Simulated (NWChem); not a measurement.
C2H4GeN2; SMILES C(/N=[CH]\[GeH3])#N

Results from NWChem. Pople sets run with spherical d functions. Medium grid unless said otherwise, to which SCAN and Minnesota functionals are sensitive. All runs use the structure optimised with PBE-D3(BJ)/def2-SVP. B3LYP is NWChem's, with the RPA form of VWN correlation. Total energies of different functionals are on different scales.

```json
[
 {"level": "B3LYP/6-31G*", "energy (Ha)": "-2264.8098", "highest occupied level (eV)": "-7.45", "orbital gap (eV)": "[?]", "dipole (D)": "[?]"},
 {"level": "LC-wPBE (HJS exchange hole, range parameter 0.4 per bohr)/6-31G*", "energy (Ha)": "-2264.3457", "highest occupied level (eV)": "-10.38", "orbital gap (eV)": "10.28", "dipole (D)": "4.80"},
 {"level": "LC-BLYP (range parameter 0.33 per bohr)/6-31G*", "energy (Ha)": "-2263.9947", "highest occupied level (eV)": "-9.84", "orbital gap (eV)": "9.64", "dipole (D)": "4.65"},
 {"level": "r2SCAN0/6-31G*", "energy (Ha)": "-2264.5915", "highest occupied level (eV)": "-7.96", "orbital gap (eV)": "5.55", "dipole (D)": "4.79"},
 {"level": "B97-2/6-31G*", "energy (Ha)": "-2265.2359", "highest occupied level (eV)": "-7.49", "orbital gap (eV)": "5.01", "dipole (D)": "4.62"}
]
```

**Question.** What belongs in the gaps?

**Answer.** 
- B3LYP/6-31G*, orbital gap (eV): 4.89
- B3LYP/6-31G*, dipole (D): 4.54
